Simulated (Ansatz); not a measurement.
Consider the formal exchange of groups at the Si–C bond: `O=C([SiH3])[SiH](O)Cl` + `CBBC` → `CBB(C)[SiH3]` + `O=C[SiH](O)Cl`.

Calculated with Ansatz (gas phase, PBE0-D4/def2-TZVP geometries, no zero-point term in ΔE). CCSD(T)/CBS is the MP2 limit (def2-TZVPP, def2-QZVPP) plus CCSD(T) − MP2 in def2-TZVPP, frozen cores. DFT in def2-TZVPP. B3LYP here is the variant with VWN-RPA as its local correlation; programs differ in this. One conformer a species, not always the lowest.

`O=C([SiH3])[SiH](O)Cl`:

```xyz
11

O    -0.756    1.470    0.701
C    -0.405    0.379    0.291
Si   -1.727   -0.950   -0.193
Si    1.502    0.178    0.065
O     2.148    1.577    0.579
Cl    1.756   -0.153   -1.946
H    -2.897   -0.811    0.707
H    -2.115   -0.702   -1.605
H    -1.117   -2.300   -0.075
H     2.121   -0.961    0.773
H     1.491    2.273    0.701
```

`CBBC`:

```xyz
12

C     0.706   -1.261   -1.352
B     0.141    0.156   -1.006
B    -0.827    0.547    0.272
C    -0.361    0.907    1.721
H     0.265   -2.101   -0.814
H     0.696   -1.469   -2.426
H     1.772   -1.222   -1.081
H     0.471    1.056   -1.743
H    -2.021    0.535    0.084
H    -0.604    0.023    2.331
H     0.704    1.107    1.851
H    -0.942    1.722    2.162
```

`CBB(C)[SiH3]`:

```xyz
15

C    -2.231    0.208    0.665
B    -0.793    0.819    0.543
B     0.591    0.048    0.177
C     1.683   -0.666    1.035
Si    0.815    0.026   -1.853
H    -2.951    0.744    0.038
H    -2.563    0.390    1.697
H    -2.316   -0.862    0.470
H    -0.712    2.024    0.625
H     1.320   -1.705    1.112
H     2.676   -0.729    0.584
H     1.767   -0.299    2.060
H     2.066    0.751   -2.222
H     0.952   -1.388   -2.311
H    -0.307    0.639   -2.619
```

`O=C[SiH](O)Cl`:

Z-matrix (Å, degrees):
```
Si
C 1 1.921
Cl 1 2.050 2 105.5
O 1 1.624 2 105.0 3 120.1
H 1 1.476 2 115.4 3 -118.3
O 2 1.208 1 117.3 3 -113.9
H 2 1.112 1 122.9 3 63.8
H 4 0.964 1 113.7 2 -15.4
```

```json
{"level": "r2SCAN-D4", "ΔE (kJ/mol)": "-14.1"}
{"level": "r2SCAN", "ΔE (kJ/mol)": "-14.1"}
{"level": "B3LYP", "ΔE (kJ/mol)": "-8.1"}
{"level": "HF/def2-TZVPP", "ΔE (kJ/mol)": "-2.5"}
{"level": "SCS-MP2/def2-TZVPP", "ΔE (kJ/mol)": "-6.5"}
{"level": "CCSD/def2-TZVPP", "ΔE (kJ/mol)": "-11.0"}
{"level": "MP2/def2-QZVPP", "ΔE (kJ/mol)": "-7.9"}
{"level": "SCS-MP2/def2-QZVPP", "ΔE (kJ/mol)": "-5.4"}
```

(1) What does CCSD(T)/CBS give? (Best estimate.)

Largest T1 diagnostic among the species: 0.014.

## Answers

(1) Computed: -9.8 kJ/mol. The listed levels differ from it by -4.3, -4.3, 1.7, 7.3, 3.3, -1.2, 1.9, 4.4 kJ/mol.

In def2-TZVPP, CCSD(T) changes the Hartree–Fock value by −8.9 kJ/mol (the triples alone add −0.4 kJ/mol) and MP2 by −6.6 kJ/mol.
